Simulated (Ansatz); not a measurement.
CdBr₂ was relaxed with B3LYP-D4 (def2-TZVP) in Ansatz in these states: neutral quintet, neutral singlet, neutral triplet. The geometries follow in no particular order.

In the def2 sets Cd takes a core potential; there is no spin–orbit coupling.

A:

```csv
atom,x (Å),y (Å),z (Å)
Cd1,0.882,1.035,0.711
Br2,-1.259,0.592,-0.956
Br3,0.377,-1.627,0.245
```

B:

```xyz
3

Cd   -0.016    0.002   -0.005
Br   -0.543    1.996    2.441
Br    0.558   -1.998   -2.436
```

C:

```xyz
3

Cd    0.001    0.001    0.000
Br   -0.463   -0.472   -2.333
Br    0.463    0.471    2.333
```

Problem. Judge from the bond lengths which geometry belongs to which state (an estimate).

Solution. A is the neutral triplet (Cd1–Br3 2.749 Å, Cd1–Br2 2.749 Å); B is the neutral quintet (Cd1–Br3 3.200 Å, Cd1–Br2 3.200 Å); C is the neutral singlet (Cd1–Br3 2.425 Å, Cd1–Br2 2.425 Å).

At PBE0-D4/def2-TZVP a singlet lies 2.68 eV below the neutral triplet. At PBE0-D4/def2-TZVP a singlet lies 8.57 eV below the neutral quintet. These are the stationary points nearest to one start from a short search; other shapes may lie lower in each state.
